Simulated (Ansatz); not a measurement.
Sn2O6H4, relaxed as a singlet with RKS r2SCAN-D4/def2-SVP in Ansatz, starting from the GFN1-xTB geometry. Force threshold 0.02 eV/Å.

In the def2 sets Sn takes a core potential; there is no spin–orbit coupling. The structure holds 2 bonds between oxygen atoms, so isomers without such links may lie far lower. Another isomer (singlet) lies 0.46 eV lower at PBE0-D4/def2-TZVP; other spin states weren't run for this one.

Start:

```xyz
12

Sn    0.7289    1.3871   -0.9281
Sn   -0.8974    1.7894    1.8034
O    -0.7338    0.1470    2.9228
O    -1.0883    0.4662   -0.0992
O     1.2436   -1.0046   -0.7591
O     1.1695   -0.8138   -2.1510
O     0.9584    2.2928    0.7840
O    -0.1426   -1.0718   -2.5613
H    -0.5274   -0.5187    3.5596
H    -1.4761   -0.3503    0.1987
H    -0.6596   -0.3419   -2.1329
H     1.4247   -1.9814   -0.6368
```

(1) Estimate the energy that the relaxation releases and the steps that it takes.

(2) Does the start keep its bonding and symmetry?

(3) Predict the relaxed structure.

Answers

(1) 35.3 kcal/mol, in 21 steps; 55 s on 4 threads of Arm Neoverse V2 on a shared host. The force fell under the threshold at step 20, but the optimiser went on. No frequencies were taken in this run, so the end may be a saddle point.

(2) By distances, no bond broke or formed. The bond that changes most is Sn2–O7, from 2.18 to 2.07 Å (atoms count from 1). A close non-bonded pair moves further: O3–H10, from 2.87 to 1.85 Å.

(3) 
| atom | x (Å) | y (Å) | z (Å) |
| --- | --- | --- | --- |
| Sn1 | 1.1076 | 1.6312 | -0.4485 |
| Sn2 | -1.3852 | 1.7633 | 1.6704 |
| O3 | -0.8721 | -0.1969 | 2.1047 |
| O4 | -0.8715 | 0.6933 | -0.3878 |
| O5 | 1.3998 | -1.0922 | -0.7349 |
| O6 | 0.8183 | -0.9622 | -2.0860 |
| O7 | 0.5944 | 2.2677 | 1.3498 |
| O8 | -0.5284 | -1.3006 | -2.0181 |
| H9 | 0.0313 | -0.2217 | 2.4573 |
| H10 | -0.7433 | -0.0476 | 0.2669 |
| H11 | -0.9122 | -0.4773 | -1.5820 |
| H12 | 1.3611 | -2.0571 | -0.5918 |
Bond lengths (bridged metal pairs left out): 5 × O–Sn 1.98 to 2.38 Å; 2 × O–O 1.39 to 1.48 Å; 4 × H–O 0.97 to 1.01 Å.
